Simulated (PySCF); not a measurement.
# Pt(2+): ionisation energy

Pt(2+) [Xe] 4f14 5d8 [5d3/2^4 5d5/2^4, M_J = 4] → Pt(3+) [Xe] 4f14 5d7 [5d3/2^4 5d5/2^3, M_J = 9/2], as a difference of total energies. Calculation: PySCF 2.14, in x2c-TZVPall-2c (11s11p10d2f, 108 functions); the two-component X2C-1e Hamiltonian. Correlated levels: [Kr] 4d10 4f14 frozen; the 34 highest virtual spinors dropped. "Screened" scales the spin-orbit matrix elements by Boettger's factors to mimic the two-electron term; Breit and QED terms are absent.

| method | ionisation energy (eV) |
| --- | --- |
| GHF (spin-free) | 29.235 |
| GMP2 (spin-free) | 30.488 |
| GHF (screened spin-orbit) | 28.884 |
| GMP2 (screened spin-orbit) | 30.120 |

Task: How much does correlation contribute at GMP2 (screened spin-orbit)?

Result: 30.120 − (28.884) = 1.236 eV, measured against GHF (screened spin-orbit).

The spin-free rows relax to the high-spin LS determinant and lack the spin-orbit shift.

Errors of the correlated levels include the incompleteness of this basis and the frozen core.

The labels give the starting determinants; with spin-orbit coupling the two ends relaxed to ⟨J²⟩ = 20.01, ⟨L²⟩ = 12.45, ⟨S²⟩ = 2.09 and ⟨J²⟩ = 24.76, ⟨L²⟩ = 13.32, ⟨S²⟩ = 3.49.

For comparison: 29 ± 1.6 eV (theoretical estimate listed by NIST; NIST Atomic Spectra Database, ionization energies).
